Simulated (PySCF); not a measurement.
Computed properties of Al(H)(SH)2 (AlH₃S₂), SMILES [SH][AlH][SH]

Al(H)(SH)2 (AlH₃S₂), SMILES [SH][AlH][SH]. Geometry optimised at B3LYP-D3(BJ)/def2-TZVP. Other conformers were not sampled. All values are computed for the isolated molecule unless a solvent is named; none is compared with measurement here.

**Structure.** The optimised structure has C2v symmetry. All 12 harmonic modes at B3LYP-D3(BJ)/def2-TZVP (PySCF) are real, so it is a minimum. With heavy atoms numbered as in [AlH:1]([SH:3])[SH:5], the shortest bond between them is Al1–S3 at 2.186 Å and the longest Al1–S5 at 2.186 Å.

**Vibrations.** The strongest infrared lines (harmonic, unscaled, degenerate partners summed) lie at 574 cm⁻¹ (194 km/mol, H 65 %, Al 18 %, S 17 %), 1968 cm⁻¹ (154 km/mol, H 96 %), 695 cm⁻¹ (150 km/mol, H 88 %, Al 10 %). The softest mode is at 131 cm⁻¹ and the zero-point energy is 16.2 kcal/mol.

**Electronic structure.** CAM-B3LYP/def2-TZVPD (PySCF) places the frontier levels at -8.93 and -0.21 eV, a gap of 8.72 eV, and gives a dipole moment of 1.85 D and a mean polarisability of 71.4 bohr³.

**Excitations.** TDDFT-M06-2X/def2-SVPD (PySCF) has S1 at 5.77 eV (215 nm, f = 0.102, bright); the most intense of the 10 singlets computed lies at 6.71 eV (f = 0.12). T1 (TDA) is at 5.09 eV. No vertical singlet excitation falls in the visible range (under 3.1 eV).

**NMR.** GIAO shifts at PBE0/pcSseg-2 (PySCF) (non-relativistic, atoms alike by connectivity averaged): ¹H from 1.0 to 5.5 ppm against TMS.
